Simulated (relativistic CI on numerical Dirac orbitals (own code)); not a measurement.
Sensitivity of the levels of Sm⁴⁰⁺ to α and to the nuclear radius

Computed by Dirac-Coulomb-Breit CI, KLI orbitals optimised for each configuration, derivatives by finite differences, unscaled Slater integrals, QED left out (own radial code, finite nucleus).

CI space (outside the closed core [Ne] 3s2): 3p6 3d4, 3p5 3d5, 3p6 3d3 4p, 3p6 3d2 4s 4p, 3p6 3d2 4s2, 3p6 3d 4s2 4p. Double excitations out of closed p, d and f shells are left out; levels of such configurations are missing from the list, as are those of other unlisted configurations, and high levels can miss mixing partners.

With x = (α/α₀)² − 1 an excitation energy changes as ω = ω₀ + qx; K = 2q/ω₀ is the relative enhancement. Terms are leading LS components, so labels can repeat. The field-shift factor is F = δν/δ⟨r²⟩ for the transition from the lowest level.

Lowest level 3p6 3d4 3P_0.

| Level | ω₀ (cm⁻¹) | q (cm⁻¹) | K | F (GHz/fm²) |
| --- | --- | --- | --- | --- |
| 3p6 3d4 5D_1 | 188010 | 246700 | 2.62 | 3.2 |
| 3p6 3d4 3F_4 | 269873 | 240500 | 1.78 | 3.42 |
| 3p6 3d4 5D_2 | 270000 | 288300 | 2.14 | 3.91 |
| 3p6 3d4 5D_3 | 298230 | 278300 | 1.87 | 3.89 |
| 3p6 3d4 5D_0 | 441723 | 482800 | 2.19 | 6.49 |
| 3p6 3d4 5D_4 | 455218 | 487200 | 2.14 | 6.6 |
| 3p6 3d4 5D_2 | 461247 | 445700 | 1.93 | 6.17 |
| 3p6 3d4 3G_3 | 472957 | 476200 | 2.01 | 6.53 |
| 3p6 3d4 3H_5 | 497974 | 476000 | 1.91 | 6.63 |
| 3p6 3d4 3H_6 | 516111 | 474400 | 1.84 | 6.69 |
| 3p6 3d4 3P_1 | 525428 | 498900 | 1.9 | 6.93 |
| 3p6 3d4 3G_4 | 554165 | 485500 | 1.75 | 6.9 |
| 3p6 3d4 3F_3 | 561314 | 469700 | 1.67 | 6.75 |

At this charge energies of transitions that change n are usually good to better than 1 %, and those within a shell (Δn = 0) to a few per cent. Terms inside the open d or f shell come out 10 to 20 % too wide with unscaled integrals.
